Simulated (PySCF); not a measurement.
# Frontier orbitals and the lowest excitations

Species: CH₇NO₄Si₂.
Cartesian coordinates in Å at the GFN2-xTB level; atoms count from 1:
```
atom  x, y, z in Å
O1     1.4823   -1.4801    0.1346
C2     2.1314   -0.5899   -0.3717
N3     1.8742    0.7115   -0.2220
Si4    0.5482    1.3204    0.7905
O5    -0.8601    0.7607    0.3049
Si6   -1.9319   -0.4921    0.1588
O7    -1.1668   -1.7654   -0.4568
O8    -3.1385   -0.0343   -0.8053
H9     3.0056   -0.8121   -1.0133
H10    2.4903    1.3503   -0.6975
H11    0.8503    0.9106    2.1547
H12    0.5541    2.7474    0.4953
H13   -2.5485   -0.6626    1.4556
H14   -0.2476   -1.9161   -0.1946
H15   -3.0474   -0.0403   -1.7552
```

Method used: TDDFT B3LYP/def2-SVPD, vertical, gas phase, core orbitals frozen in the response in PySCF.

Kohn–Sham orbitals with the atoms that hold most of them (Löwdin shares over 4%, at most four atoms; ? is withheld):

```json
{"orbital": "HOMO-3", "ε (eV)": "-9.08", "atoms": "O8 28%, O5 22%, O7 11%, N3 9%"}
{"orbital": "HOMO-2", "ε (eV)": "-8.71", "atoms": "O7 44%, Si6 16%, H13 15%, O5 8%"}
{"orbital": "HOMO-1", "ε (eV)": "-8.40", "atoms": "N3 33%, O1 23%, O5 8%, O7 8%"}
{"orbital": "HOMO", "ε (eV)": "?", "atoms": "?"}
{"orbital": "LUMO", "ε (eV)": "-0.82", "atoms": "?"}
{"orbital": "LUMO+1", "ε (eV)": "-0.16", "atoms": "H10 26%, Si4 19%, C2 15%, N3 12%"}
{"orbital": "LUMO+2", "ε (eV)": "0.28", "atoms": "O8 22%, Si6 21%, H15 14%, O5 8%"}
```

Question: Which atoms hold the HOMO, and with what shares?

Answer: O1 (bonded to C) 65%; C2 (bonded to N, O and H) 14%; H9 (bonded to C) 8%; N3 (bonded to C, Si and H) 6%.

Question: Which atoms hold the LUMO, and with what shares?

Answer: C2 (bonded to N, O and H) 35%; O1 (bonded to C) 23%; N3 (bonded to C, Si and H) 16%; Si4 (bonded to N, O and 2 H) 9%.

Question: What is the HOMO energy, and the HOMO–LUMO gap?

Answer: ε(HOMO) = -8.12 eV; the gap is 7.29 eV (0.2679 hartree).

Question: How does S1 compare with the orbital gap of 7.29 eV?

Answer: S1 is at 5.56 eV (f = 0.0004), 1.73 eV below the gap, made of HOMO→LUMO (96%). Without the coupling terms of the response equations the lowest excitation would equal the gap.

Question: Give energy, strength and leading configuration of S1, S2 and S3, and follow the Löwdin shares of the leading atoms from the occupied to the empty orbital.

Answer: 
- S1 (5.56 eV, f 0.0004), HOMO→LUMO (96%): O1 65% → 23%, C2 14% → 35%; low, almost dark, from the terminal oxygen into the C=O bond, the pattern of n→π*
- S2 (6.80 eV, f 0.059), HOMO-1→LUMO (73%): N3 33% → 16%, O1 23% → 23%, C2 at most 9% → 35%
- S3 (7.08 eV, f 0.010), HOMO-2→LUMO (71%): O7 44% → at most 10%, Si6 16% → at most 10%, C2 at most 9% → 35%, O1 at most 9% → 23%

Löwdin shares depend on the basis, the more so with diffuse functions.

One conformer stands for the species.
